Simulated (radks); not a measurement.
Values are calculated unless marked as measured or tabulated.
All-electron atom: Xe3+ in [Kr] 4d8 5s2 5p3 6p2 (not the ground configuration).

Level of theory: scalar-relativistic Kohn-Sham, r2SCAN, spin-polarised, spherical densities, finite nucleus; open shells are filled with parallel spins first (spin-orbit coupling, left out, can overturn this in heavy ions); meta-GGA in the generalised Kohn-Sham scheme; Fermi nuclear charge, rms radius 4.7859 fm (a radial shooting solver on a logarithmic mesh with Libxc functionals).

Energy parts (eV):
part                       energy
total                 -202428.753
kinetic                212894.440
electron-nucleus      -486821.884
Hartree                 76520.336
exchange-correlation    -5021.644

Orbitals (lengths in bohr, moments of r in powers of bohr; r(90%) holds 90 % of the orbital's charge):
[
 {"orbital": "1s up", "occ.": "1", "eigenvalue (eV)": "-34500.20", "<r>": "0.02666", "r(90%)": "0.0480", "<1/r>": "58.10"},
 {"orbital": "1s down", "occ.": "1", "eigenvalue (eV)": "-34499.84", "<r>": "0.02666", "r(90%)": "0.0480", "<1/r>": "58.10"},
 {"orbital": "2s up", "occ.": "1", "eigenvalue (eV)": "-5446.209", "<r>": "0.1146", "r(90%)": "0.177", "<1/r>": "13.35"},
 {"orbital": "2s down", "occ.": "1", "eigenvalue (eV)": "-5444.970", "<r>": "0.1146", "r(90%)": "0.177", "<1/r>": "13.35"},
 {"orbital": "2p up", "occ.": "3", "eigenvalue (eV)": "-4890.900", "<r>": "0.1003", "r(90%)": "0.163", "<1/r>": "12.73"},
 {"orbital": "2p down", "occ.": "3", "eigenvalue (eV)": "-4889.777", "<r>": "0.1003", "r(90%)": "0.163", "<1/r>": "12.73"},
 {"orbital": "3s up", "occ.": "1", "eigenvalue (eV)": "-1174.612", "<r>": "0.3056", "r(90%)": "0.449", "<1/r>": "4.811"},
 {"orbital": "3s down", "occ.": "1", "eigenvalue (eV)": "-1174.192", "<r>": "0.3056", "r(90%)": "0.449", "<1/r>": "4.810"},
 {"orbital": "3p up", "occ.": "3", "eigenvalue (eV)": "-994.2224", "<r>": "0.3038", "r(90%)": "0.455", "<1/r>": "4.564"},
 {"orbital": "3p down", "occ.": "3", "eigenvalue (eV)": "-993.6006", "<r>": "0.3037", "r(90%)": "0.455", "<1/r>": "4.563"},
 {"orbital": "3d up", "occ.": "5", "eigenvalue (eV)": "-727.4510", "<r>": "0.2805", "r(90%)": "0.440", "<1/r>": "4.315"},
 {"orbital": "3d down", "occ.": "5", "eigenvalue (eV)": "-726.3381", "<r>": "0.2805", "r(90%)": "0.440", "<1/r>": "4.314"},
 {"orbital": "4s up", "occ.": "1", "eigenvalue (eV)": "-266.8604", "<r>": "0.7089", "r(90%)": "1.02", "<1/r>": "1.971"},
 {"orbital": "4s down", "occ.": "1", "eigenvalue (eV)": "-263.0688", "<r>": "0.7096", "r(90%)": "1.02", "<1/r>": "1.968"},
 {"orbital": "4p up", "occ.": "3", "eigenvalue (eV)": "-208.4970", "<r>": "0.7520", "r(90%)": "1.09", "<1/r>": "1.820"},
 {"orbital": "4p down", "occ.": "3", "eigenvalue (eV)": "-204.7518", "<r>": "0.7524", "r(90%)": "1.09", "<1/r>": "1.818"},
 {"orbital": "4d up", "occ.": "5", "eigenvalue (eV)": "-122.5895", "<r>": "0.8412", "r(90%)": "1.26", "<1/r>": "1.570"},
 {"orbital": "4d down", "occ.": "3", "eigenvalue (eV)": "-118.7949", "<r>": "0.8395", "r(90%)": "1.26", "<1/r>": "1.572"},
 {"orbital": "5s up", "occ.": "1", "eigenvalue (eV)": "-67.5387", "<r>": "1.616", "r(90%)": "2.29", "<1/r>": "0.8171"},
 {"orbital": "5s down", "occ.": "1", "eigenvalue (eV)": "-62.2607", "<r>": "1.628", "r(90%)": "2.31", "<1/r>": "0.8136"},
 {"orbital": "5p up", "occ.": "3", "eigenvalue (eV)": "-51.4494", "<r>": "1.799", "r(90%)": "2.57", "<1/r>": "0.7284"},
 {"orbital": "5p down", "occ.": "0", "eigenvalue (eV)": "-46.2903", "<r>": "1.806", "r(90%)": "2.58", "<1/r>": "0.7243"},
 {"orbital": "5d up", "occ.": "0", "eigenvalue (eV)": "-29.3835", "<r>": "2.320", "r(90%)": "3.42", "<1/r>": "0.5648"},
 {"orbital": "5d down", "occ.": "0", "eigenvalue (eV)": "-23.4956", "<r>": "2.184", "r(90%)": "3.14", "<1/r>": "0.5963"},
 {"orbital": "6s up", "occ.": "0", "eigenvalue (eV)": "-24.1169", "<r>": "3.476", "r(90%)": "4.83", "<1/r>": "0.3678"},
 {"orbital": "6p up", "occ.": "2", "eigenvalue (eV)": "-19.6374", "<r>": "3.866", "r(90%)": "5.35", "<1/r>": "0.3296"}
]

The highest occupied level is 6p up at -19.637 eV. The configuration is held as typed, so some empty levels lie below it. The spin density at the nucleus is 0.781 e/bohr^3 (1s -1.618, 2s -2.718, 3s 2.924, 4s 2.127, 5s 0.067). Summed over all electrons, <r^2> = 63.14 bohr^2, which gives a Langevin (diamagnetic) susceptibility term of -50 x 10^-6 cm^3/mol. Spin moment in Bohr magnetons: 7. The density falls to 0.001 e/bohr^3 at r = 5.15 bohr. The electron density at the nucleus is 2.806e+05 e/bohr^3 (large components only).
